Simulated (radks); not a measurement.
The numbers below are computed, except where a source is named.
Species: the rhenium ion Re4+. Configuration: [Kr] 4d10 4f14 5s1.75 5p6 5d3 6s0.25 (fractional occupations, a model configuration).

Level of theory: Dirac Kohn-Sham, LDA (Slater exchange, Perdew-Zunger correlation), spin-unpolarised, spherical densities, finite nucleus; open shells are shared between the two j in proportion to 2j + 1; Fermi nuclear charge, rms radius 5.3698 fm (a radial shooting solver on a logarithmic mesh with Libxc functionals).

Energy parts (eV):
part                       energy
total                  -454458.80
kinetic                 513527.14
electron-nucleus      -1133605.14
Hartree                 174371.10
exchange-correlation     -8751.89

Orbitals (lengths in bohr, moments of r in powers of bohr; r(max) is where P^2 peaks):
1s1/2: occ. 2; eigenvalue (eV) -71520.34; <1/r> 88.64; <r^2> 0.0004487; <r> 0.01805; r(max) 0.01125; small-component weight 8.01e-02
2s1/2: occ. 2; eigenvalue (eV) -12432.97; <1/r> 21.62; <r^2> 0.006827; <r> 0.07564; r(max) 0.06477; small-component weight 1.82e-02
2p1/2: occ. 2; eigenvalue (eV) -11905.53; <1/r> 21.59; <r^2> 0.004862; <r> 0.06248; r(max) 0.04803; small-component weight 1.83e-02
2p3/2: occ. 4; eigenvalue (eV) -10467.48; <1/r> 18.04; <r^2> 0.006060; <r> 0.07055; r(max) 0.05498; small-component weight 1.65e-02
3s1/2: occ. 2; eigenvalue (eV) -2914.016; <1/r> 7.934; <r^2> 0.04456; <r> 0.1971; r(max) 0.1824; small-component weight 6.00e-03
3p1/2: occ. 2; eigenvalue (eV) -2677.323; <1/r> 7.855; <r^2> 0.04080; <r> 0.1871; r(max) 0.1706; small-component weight 5.96e-03
3p3/2: occ. 4; eigenvalue (eV) -2365.100; <1/r> 6.932; <r^2> 0.04736; <r> 0.2020; r(max) 0.1848; small-component weight 5.43e-03
3d3/2: occ. 4; eigenvalue (eV) -1964.967; <1/r> 6.830; <r^2> 0.03661; <r> 0.1765; r(max) 0.1445; small-component weight 5.32e-03
3d5/2: occ. 6; eigenvalue (eV) -1897.124; <1/r> 6.613; <r^2> 0.03841; <r> 0.1811; r(max) 0.1484; small-component weight 5.17e-03
4s1/2: occ. 2; eigenvalue (eV) -644.6582; <1/r> 3.343; <r^2> 0.2196; <r> 0.4408; r(max) 0.4132; small-component weight 1.99e-03
4p1/2: occ. 2; eigenvalue (eV) -545.8047; <1/r> 3.234; <r^2> 0.2258; <r> 0.4451; r(max) 0.4124; small-component weight 1.91e-03
4p3/2: occ. 4; eigenvalue (eV) -472.7238; <1/r> 2.911; <r^2> 0.2609; <r> 0.4788; r(max) 0.4425; small-component weight 1.70e-03
4d3/2: occ. 4; eigenvalue (eV) -309.8093; <1/r> 2.700; <r^2> 0.2824; <r> 0.4935; r(max) 0.4381; small-component weight 1.50e-03
4d5/2: occ. 6; eigenvalue (eV) -296.3006; <1/r> 2.623; <r^2> 0.2954; <r> 0.5049; r(max) 0.4476; small-component weight 1.45e-03
4f5/2: occ. 6; eigenvalue (eV) -90.8645; <1/r> 2.186; <r^2> 0.4064; <r> 0.5730; r(max) 0.4135; small-component weight 1.06e-03
4f7/2: occ. 8; eigenvalue (eV) -88.3364; <1/r> 2.155; <r^2> 0.4188; <r> 0.5814; r(max) 0.4184; small-component weight 1.03e-03
5s1/2: occ. 1.75; eigenvalue (eV) -131.3381; <1/r> 1.321; <r^2> 1.181; <r> 1.026; r(max) 0.9349; small-component weight 4.69e-04
5p1/2: occ. 2; eigenvalue (eV) -100.8437; <1/r> 1.200; <r^2> 1.404; <r> 1.116; r(max) 0.9961; small-component weight 3.96e-04
5p3/2: occ. 4; eigenvalue (eV) -89.2282; <1/r> 1.090; <r^2> 1.644; <r> 1.208; r(max) 1.076; small-component weight 3.42e-04
5d3/2: occ. 1.2; eigenvalue (eV) -48.0410; <1/r> 0.8253; <r^2> 2.791; <r> 1.561; r(max) 1.319; small-component weight 2.03e-04
5d5/2: occ. 1.8; eigenvalue (eV) -46.7573; <1/r> 0.8035; <r^2> 2.924; <r> 1.599; r(max) 1.352; small-component weight 1.94e-04
5f5/2: occ. 0; eigenvalue (eV) -18.0553; <1/r> 0.3845; <r^2> 11.50; <r> 3.176; r(max) 2.747; small-component weight 4.75e-05
5f7/2: occ. 0; eigenvalue (eV) -17.9993; <1/r> 0.3827; <r^2> 11.60; <r> 3.192; r(max) 2.763; small-component weight 4.74e-05
6s1/2: occ. 0.25; eigenvalue (eV) -40.5243; <1/r> 0.5487; <r^2> 6.179; <r> 2.358; r(max) 2.190; small-component weight 1.06e-04
6p1/2: occ. 0; eigenvalue (eV) -32.6302; <1/r> 0.4857; <r^2> 7.865; <r> 2.657; r(max) 2.463; small-component weight 8.66e-05
6p3/2: occ. 0; eigenvalue (eV) -30.4842; <1/r> 0.4562; <r^2> 8.853; <r> 2.820; r(max) 2.631; small-component weight 7.94e-05
6d3/2: occ. 0; eigenvalue (eV) -19.8788; <1/r> 0.3540; <r^2> 15.39; <r> 3.703; r(max) 3.500; small-component weight 5.39e-05
6d5/2: occ. 0; eigenvalue (eV) -19.5885; <1/r> 0.3491; <r^2> 15.84; <r> 3.757; r(max) 3.559; small-component weight 5.28e-05
7s1/2: occ. 0; eigenvalue (eV) -19.0613; <1/r> 0.2930; <r^2> 22.25; <r> 4.475; r(max) 4.413; small-component weight 4.12e-05

The highest occupied level is 6s1/2 at -40.524 eV. The density falls to 0.001 e/bohr^3 at r = 3.30 bohr. The electron density at the nucleus is 1.54e+06 e/bohr^3.
